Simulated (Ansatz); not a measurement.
Isomers of C3H6SSi, relaxed with PBE0-D4/def2-TZVP in Ansatz; electronic energies, one conformer each and not always the lowest. Functionals use def2-TZVPP; CBS adds triple-zeta CCSD(T) − MP2 to the MP2 limit of def2-TZVPP and def2-QZVPP.

Question: Order them by energy at frozen-core CCSD(T)/CBS, lowest first. (Best estimate.)
A. `C=C1C[SiH2]S1`
B. `[SiH3]C1C=CS1`
C. `CC1[SiH2]C1=S`
D. `C[SiH]1C=CS1`
E. `CC#CS[SiH3]`

Answer: D (0.0 kJ/mol), A (34.8 kJ/mol), E (140.0 kJ/mol), B (154.2 kJ/mol), C (221.3 kJ/mol).

Question: How do B3LYP-D4, ωB97M-V, r2SCAN-D4, B3LYP place them (kJ/mol, against `C[SiH]1C=CS1`)? (Best estimate.)

Answer: Ansatz gave: 
```json
{"isomer": "`[SiH3]C1C=CS1`", "B3LYP-D4": "153.3", "ωB97M-V": "157.0", "r2SCAN-D4": "160.9", "B3LYP": "155.0"}
{"isomer": "`CC#CS[SiH3]`", "B3LYP-D4": "126.1", "ωB97M-V": "143.8", "r2SCAN-D4": "143.7", "B3LYP": "119.4"}
{"isomer": "`CC1[SiH2]C1=S`", "B3LYP-D4": "207.9", "ωB97M-V": "222.9", "r2SCAN-D4": "210.5", "B3LYP": "206.5"}
{"isomer": "`C=C1C[SiH2]S1`", "B3LYP-D4": "29.6", "ωB97M-V": "34.1", "r2SCAN-D4": "34.1", "B3LYP": "31.4"}
```

B3LYP here is the variant with VWN-RPA as its local correlation; programs differ in this.
